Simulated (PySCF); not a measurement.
## Basis-set dependence of population analyses: `CC#C/C(F)=C\F`

Species: C5H4F2.
Atom-mapped SMILES: `[CH3:1][C:2]#[C:3]/[C:4]([F:5])=[CH:6]\[F:7]` (hydrogens: H8, H9, H10 on C1; H11 on C6)

PBE0 throughout (PySCF), one geometry, spherical d and f functions. Isolated species at its PBE0-D3(BJ)/def2-SVP geometry, gas phase. The first 7 of 9 kinds of atom are listed.

Mulliken charges (e):

```json
{"basis": "STO-3G", "functions": "39", "C1": "-0.250", "C2": "-0.028", "C3": "-0.072", "C4": "+0.056", "F5": "-0.067", "C6": "-0.001", "F7": "-0.055"}
{"basis": "6-31G", "functions": "71", "C1": "-0.504", "C2": "-0.065", "C3": "-0.112", "C4": "+0.303", "F5": "-0.296", "C6": "+0.126", "F7": "-0.290"}
{"basis": "pcSseg-0", "functions": "71", "C1": "-0.592", "C2": "-0.117", "C3": "-0.137", "C4": "+0.256", "F5": "-0.344", "C6": "+0.193", "F7": "-0.338"}
{"basis": "6-31G*", "functions": "106", "C1": "-0.649", "C2": "-0.004", "C3": "+0.075", "C4": "+0.224", "F5": "-0.302", "C6": "+0.087", "F7": "-0.277"}
{"basis": "cc-pVDZ", "functions": "118", "C1": "-0.029", "C2": "-0.199", "C3": "+0.192", "C4": "-0.128", "F5": "-0.156", "C6": "+0.147", "F7": "-0.143"}
{"basis": "def2-SVP", "functions": "118", "C1": "-0.002", "C2": "-0.163", "C3": "-0.036", "C4": "+0.141", "F5": "-0.208", "C6": "+0.152", "F7": "-0.184"}
{"basis": "aug-cc-pVDZ", "functions": "197", "C1": "+0.372", "C2": "-0.560", "C3": "+0.281", "C4": "+0.448", "F5": "-0.583", "C6": "+0.854", "F7": "-0.504"}
{"basis": "6-311+G(2d,p)", "functions": "213", "C1": "-0.855", "C2": "+0.627", "C3": "-0.190", "C4": "+0.394", "F5": "-0.303", "C6": "-0.099", "F7": "-0.269"}
{"basis": "def2-TZVP", "functions": "241", "C1": "-0.445", "C2": "+0.054", "C3": "-0.018", "C4": "+0.099", "F5": "-0.181", "C6": "+0.022", "F7": "-0.165"}
{"basis": "cc-pVTZ", "functions": "266", "C1": "-0.308", "C2": "-0.105", "C3": "+0.015", "C4": "+0.185", "F5": "-0.158", "C6": "+0.010", "F7": "-0.138"}
{"basis": "IGLO-III", "functions": "285", "C1": "-0.321", "C2": "-0.004", "C3": "-0.099", "C4": "+0.277", "F5": "-0.247", "C6": "+0.055", "F7": "-0.215"}
{"basis": "pcSseg-2", "functions": "308", "C1": "-0.018", "C2": "-0.054", "C3": "-0.104", "C4": "+0.221", "F5": "-0.250", "C6": "+0.184", "F7": "-0.236"}
```

IAO charges (e):

```
        basis  functions      C1      C2      C3      C4      F5      C6      F7
       STO-3G         39  -0.416  -0.011  -0.077  +0.063  -0.082  -0.017  -0.070
        6-31G         71  -0.451  +0.016  -0.096  +0.207  -0.245  +0.080  -0.230
     pcSseg-0         71  -0.443  +0.012  -0.097  +0.193  -0.233  +0.081  -0.220
       6-31G*        106  -0.431  +0.006  -0.097  +0.224  -0.254  +0.110  -0.239
      cc-pVDZ        118  -0.432  +0.007  -0.100  +0.224  -0.254  +0.106  -0.239
     def2-SVP        118  -0.424  +0.011  -0.099  +0.222  -0.254  +0.109  -0.240
  aug-cc-pVDZ        197  -0.440  +0.010  -0.101  +0.232  -0.267  +0.110  -0.252
6-311+G(2d,p)        213  -0.443  +0.010  -0.100  +0.231  -0.267  +0.110  -0.253
    def2-TZVP        241  -0.442  +0.008  -0.101  +0.234  -0.267  +0.112  -0.252
      cc-pVTZ        266  -0.443  +0.007  -0.100  +0.233  -0.265  +0.111  -0.250
     IGLO-III        285  -0.444  +0.009  -0.101  +0.233  -0.268  +0.111  -0.253
     pcSseg-2        308  -0.442  +0.010  -0.101  +0.234  -0.268  +0.111  -0.253
```

Hirshfeld charges (e):

```csv
basis,functions,C1,C2,C3,C4,F5,C6,F7
STO-3G,39,-0.002,-0.057,-0.096,+0.049,-0.029,+0.009,-0.010
6-31G,71,-0.068,-0.020,-0.092,+0.068,-0.087,+0.021,-0.076
pcSseg-0,71,-0.073,-0.017,-0.095,+0.064,-0.081,+0.020,-0.068
6-31G*,106,-0.070,-0.028,-0.090,+0.063,-0.079,+0.022,-0.067
cc-pVDZ,118,-0.081,-0.022,-0.093,+0.054,-0.068,+0.014,-0.057
def2-SVP,118,-0.086,-0.017,-0.091,+0.060,-0.077,+0.020,-0.064
aug-cc-pVDZ,197,-0.096,-0.016,-0.086,+0.058,-0.082,+0.022,-0.072
"6-311+G(2d,p)",213,-0.088,-0.018,-0.087,+0.056,-0.084,+0.026,-0.074
def2-TZVP,241,-0.092,-0.018,-0.087,+0.058,-0.082,+0.023,-0.071
cc-pVTZ,266,-0.093,-0.018,-0.088,+0.058,-0.078,+0.021,-0.068
IGLO-III,285,-0.096,-0.016,-0.086,+0.058,-0.083,+0.023,-0.072
pcSseg-2,308,-0.098,-0.015,-0.085,+0.059,-0.084,+0.023,-0.073
```

Problem. Which scheme is steadiest as the basis changes?

Solution. Largest range over the bases for any column: Hirshfeld 0.10 e, IAO 0.19 e, Mulliken 1.23 e. Hirshfeld charges move least and Mulliken charges most, counted in e. Without the minimal STO-3G basis the ranges are Hirshfeld 0.03, IAO 0.04, Mulliken 1.23 e.

Problem. How much do the charges still move between the two largest bases, IGLO-III and pcSseg-2?

Solution. At most, over all atoms: Mulliken 0.303 e, IAO 0.001 e, Hirshfeld 0.002 e.

Problem. What do the same runs give for the total energy, the frontier levels and the dipole moment?

Solution. 
| basis | energy (Eh) | HOMO (eV) | LUMO (eV) | μ (D) |
| --- | --- | --- | --- | --- |
| STO-3G | -386.8867 | -3.69 | 2.60 | 0.69 |
| 6-31G | -392.0018 | -6.63 | -0.50 | 1.60 |
| pcSseg-0 | -391.2125 | -6.88 | -0.77 | 1.50 |
| 6-31G* | -392.0869 | -6.40 | -0.33 | 1.35 |
| cc-pVDZ | -392.1197 | -6.55 | -0.51 | 1.44 |
| def2-SVP | -391.8053 | -6.67 | -0.63 | 1.46 |
| aug-cc-pVDZ | -392.1462 | -6.78 | -0.83 | 1.55 |
| 6-311+G(2d,p) | -392.2190 | -6.81 | -0.85 | 1.54 |
| def2-TZVP | -392.2572 | -6.75 | -0.76 | 1.49 |
| cc-pVTZ | -392.2402 | -6.71 | -0.70 | 1.47 |
| IGLO-III | -392.2626 | -6.79 | -0.82 | 1.54 |
| pcSseg-2 | -392.2556 | -6.80 | -0.82 | 1.55 |

The dipole is fixed by the density alone, so its range of 0.91 D shows that the density itself changes with the basis, not only its division among atoms.
